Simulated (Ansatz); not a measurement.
## How basis sets differ on BHOF2 (difluorohydroxyborane)

The species is BHOF2 (5 atoms), meant as a singlet with charge 0. As SMILES, `OB(F)F`. The shape is that of a PBE0-D4/def2-TZVP optimisation.

Quantity: the vertical electron affinity (to the doublet anion), in eV. The values are calculated.

The electron affinity is E(neutral) − E(anion): positive where the electron is bound.

```json
{"level": "CCSD(T)/STO-3G", "kind": "coupled cluster or CI", "program": "Ansatz", "value (eV)": "-10.43", "less CCSD(T)/6-311+G**": "-9.51"}
{"level": "CCSD(T)/3-21G", "kind": "coupled cluster or CI", "program": "Ansatz", "value (eV)": "-5.78", "less CCSD(T)/6-311+G**": "-4.86"}
{"level": "CCSD(T)/6-31G", "kind": "coupled cluster or CI", "program": "Ansatz", "value (eV)": "-4.50", "less CCSD(T)/6-311+G**": "-3.58"}
{"level": "CCSD(T)/6-31G* (spherical functions)", "kind": "coupled cluster or CI", "program": "Ansatz", "value (eV)": "-4.79", "less CCSD(T)/6-311+G**": "-3.87"}
{"level": "CCSD(T)/6-31G** (spherical functions)", "kind": "coupled cluster or CI", "program": "Ansatz", "value (eV)": "-4.78", "less CCSD(T)/6-311+G**": "-3.86"}
{"level": "CCSD(T)/6-311G**", "kind": "coupled cluster or CI", "program": "Ansatz", "value (eV)": "-3.20", "less CCSD(T)/6-311+G**": "-2.28"}
{"level": "CCSD(T)/6-311+G**", "kind": "coupled cluster or CI", "program": "Ansatz", "value (eV)": "-0.92", "less CCSD(T)/6-311+G**": "0.00"}
```

CCSD(T)/6-311+G** is the highest level here, not the true value. The values span -10.43 to -0.92 eV. High-level rows in very small sets aren't better than simpler rows in larger ones. Negative values mean that the anion is unbound at that level; they are set by how diffuse the basis is and aren't properties of the molecule, whose anion may well be bound.
